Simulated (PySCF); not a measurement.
Isomers of C8H9F2 (doublet state), mass 143.067 u with the commonest isotopes. Computed with PBE0-D3(BJ)/def2-SVP geometry optimisation, gas phase in PySCF. One conformer each, none proved a minimum here; rigid rotors.

Task: Order these by rotational constant C, largest first.
A. `[F:1][CH:2]([F:3])[C@@H:4]1[CH2:5][C:6]2[CH:7]=[CH:8][C@H:9]1[CH2:10]2` (doublet state) with F1–C2–C4–C5 -65°
B. `[F:1][CH:2]([F:3])[C:4]1[CH2:5][C@@H:6]2[CH:7]=[CH:8][C@H:9]1[CH2:10]2` (doublet state) with F1–C2–C4–C5 78°
C. `[F:1][C:2]([F:3])[C@@H:4]1[CH2:5][C@@H:6]2[CH:7]=[CH:8][C@H:9]1[CH2:10]2` (doublet state) with F1–C2–C4–C5 -178°

Result: C (1066 MHz), B (1005 MHz), A (959.0 MHz).

Task: Order these by out-of-plane moment Σ m c² = (Ia + Ib − Ic)/2, largest first.
A. `[F:1][CH:2]([F:3])[C@@H:4]1[CH2:5][C@H:6]2[CH:7][C@@H:8]1[CH:9]=[CH:10]2` (doublet state) with F1–C2–C4–C5 -64°
B. `[F:1][C:2]([F:3])[C@@H:4]1[CH2:5][C@@H:6]2[CH:7]=[CH:8][C@H:9]1[CH2:10]2` (doublet state) with F1–C2–C4–C5 -178°
C. `[F:1][CH:2]([F:3])[C:4]1[CH2:5][C@@H:6]2[CH:7]=[CH:8][C@H:9]1[CH2:10]2` (doublet state) with F1–C2–C4–C5 78°
D. `[F:1][CH:2]([F:3])[C@@H:4]1[CH2:5][C:6]2[CH:7]=[CH:8][C@H:9]1[CH2:10]2` (doublet state) with F1–C2–C4–C5 -65°

Result: B (90.00 u·Å²), C (89.59 u·Å²), D (72.10 u·Å²), A (70.16 u·Å²).

Task: Order these by rotational constant B, largest first.
A. `[F:1][CH:2]([F:3])[C:4]1[CH2:5][C@@H:6]2[CH:7]=[CH:8][C@H:9]1[CH2:10]2` (doublet state) with F1–C2–C4–C5 78°
B. `[F:1][C:2]([F:3])[C@@H:4]1[CH2:5][C@@H:6]2[CH:7]=[CH:8][C@H:9]1[CH2:10]2` (doublet state) with F1–C2–C4–C5 -178°
C. `[F:1][CH:2]([F:3])[C@@H:4]1[CH2:5][C:6]2[CH:7]=[CH:8][C@H:9]1[CH2:10]2` (doublet state) with F1–C2–C4–C5 -65°

Result: B (1107 MHz), C (1061 MHz), A (1036 MHz).

| SMILES | point group | Ia (u·Å²) | Ib (u·Å²) | Ic (u·Å²) | κ | μa (D) | μb (D) | μc (D) |
| --- | --- | --- | --- | --- | --- | --- | --- | --- |
| FC(F)[C@@H]1C[C]2C=C[C@H]1C2 | C1 | 195.05 | 476.16 | 527.00 | -0.87 | 1.43 | 0.22 | 0.19 |
| F[C](F)[C@@H]1C[C@@H]2C=C[C@H]1C2 | C1 | 197.65 | 456.62 | 474.29 | -0.94 | 1.71 | 0.74 | 0.51 |
| FC(F)[C]1C[C@@H]2C=C[C@H]1C2 | C1 | 194.56 | 487.70 | 503.09 | -0.96 | 1.65 | 0.44 | 1.37 |
| FC(F)[C@@H]1C[C@H]2[CH][C@@H]1C=C2 | C1 | 194.30 | 478.15 | 532.12 | -0.87 | 1.71 | 0.57 | 0.26 |
